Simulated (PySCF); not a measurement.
Compound: C10H20Si2.
Numbering: `[CH2:1]=[CH:2][CH2:3][C@@H:4]1[CH2:5][CH2:6][CH2:7][C@H:8]1[SiH2:9]/[CH:10]=[CH:11]\[SiH3:12]` (hydrogens: H13, H14 on C1; H15 on C2; H16, H17 on C3; H18 on C4; H19, H20 on C5; H21, H22 on C6; H23, H24 on C7; H25 on C8; H26, H27 on Si9; H28 on C10; H29 on C11; H30, H31, H32 on Si12)

Cartesian coordinates in Å at the PBE0-D3(BJ)/def2-SVP level; atoms count from 1:
```xyz
32
C10H20Si2 angstrom
C     -3.8839    2.0038    0.9584
C     -3.1238    1.5443   -0.0366
C     -1.6506    1.3012    0.0372
C     -1.2680   -0.1560   -0.2196
C     -1.8338   -1.1470    0.8250
C     -0.7273   -2.1870    1.0870
C      0.3337   -1.9318    0.0126
C      0.2487   -0.4211   -0.2231
Si     1.1612    0.1554   -1.7735
C      2.9745   -0.3636   -1.7247
C      3.8860   -0.0325   -0.7905
Si     3.6134    1.0799    0.6953
H     -3.4522    2.2538    1.9333
H     -4.9601    2.1533    0.8371
H     -3.5988    1.3069   -0.9981
H     -1.2687    1.6086    1.0264
H     -1.1427    1.9407   -0.7074
H     -1.6616   -0.4422   -1.2137
H     -2.7647   -1.6091    0.4643
H     -2.1018   -0.6106    1.7492
H     -1.0989   -3.2227    1.0756
H     -0.2821   -2.0227    2.0811
H      0.0693   -2.4677   -0.9169
H      1.3403   -2.2690    0.3032
H      0.6912    0.0946    0.6511
H      1.0503    1.6377   -1.9560
H      0.5321   -0.5037   -2.9629
H      3.3070   -1.0299   -2.5347
H      4.8993   -0.4494   -0.8942
H      4.8308    1.9150    0.9279
H      3.3672    0.2688    1.9296
H      2.4376    1.9760    0.4767
```

The closed-shell ground state was solved at several levels (PySCF, density fitting, gas phase, non-relativistic).

```tsv
level	basis functions	HOMO (eV)	LUMO (eV)	gap (eV)	dipole (D)
PBE/pcSseg-1	318	-6.22	-1.97	4.25	0.91
PBE0/pcSseg-1	318	-7.35	-1.05	6.30	0.89
```

Task: Estimate the row for CAM-B3LYP/def2-SVPD, a basis of 408 functions; the other rows only guide the guess.

Result: HOMO -8.70 eV, LUMO 0.05 eV, gap 8.75 eV, dipole 0.89 D.

Task: Over all these levels, which gives the widest orbital gap and which the narrowest?

Result: CAM-B3LYP/def2-SVPD (range-separated hybrid) has the widest, 8.75 eV, and PBE/pcSseg-1 (GGA) the narrowest, 4.25 eV. Functional and basis both differ between the two, so the spread mixes both effects.

Task: How far do the dipole and the HOMO energy spread over the levels?

Result: The dipole runs from 0.89 to 0.91 D (mean 0.90 D) and the HOMO from -8.70 to -6.22 eV.

One conformer stands for the species.
